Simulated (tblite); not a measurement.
C6H8ClNS.
Atom-mapped SMILES: `[CH3:1][S:2][CH2:3][CH2:4]/[C:5]([Cl:6])=[CH:7]\[C:8]#[N:9]` (hydrogens: H10, H11, H12 on C1; H13, H14 on C3; H15, H16 on C4; H17 on C7)

Structure optimised with GFN2-xTB, isolated species.

Task: Give the optimised bond lengths and angles.

Result: 
```tsv
bond	length (Å)	order
C1–S2	1.814	single
S2–C3	1.818	single
C3–C4	1.532	single
C4–C5	1.492	single
C5–Cl6	1.722	single
C5=C7	1.339	double
C7–C8	1.405	single
C8≡N9	1.148	triple
C1–H10, C1–H11, C1–H12	1.086	single
C3–H13, C3–H14	1.090	single
C4–H15, C4–H16	1.092	single
C7–H17	1.080	single
```

Bonds in one row agree within 0.01 Å and their mean is given. Orders are formal, as drawn. A selection of angles:
```tsv
angle	degrees
C1–S2–C3	100.0
S2–C3–C4	111.9
C3–C4–C5	110.3
C4–C5–Cl6	115.6
C4–C5–C7	124.3
Cl6–C5–C7	120.0
C5–C7–C8	121.5
C7–C8–N9	179.3
```

Dihedral angles: C1–S2–C3–C4 76° (synclinal); S2–C3–C4–C5 180° (antiperiplanar); C3–C4–C5–Cl6 -80° (synclinal); C4–C5–C7–C8 1° (synperiplanar). The mirror-image conformer, all signs reversed, is as good.

Of the pairs four or more bonds apart, C8···H16 is among the closest relative to their van der Waals radii: 2.51 Å, 86 % of the sum of Bondi's values. The 4 C–C bonds span 1.339 Å (C5=C7, drawn double) to 1.532 Å (C3–C4, drawn single), a spread of 0.193 Å. S2 (sulfide sulfur) is bent (angle 100.0°).

Point group: C1 (no symmetry element, even within 0.4 Å). Its GFN2-xTB frequencies are all real (lowest 19 cm⁻¹). The numbers are those of one conformer.

These are computed values.
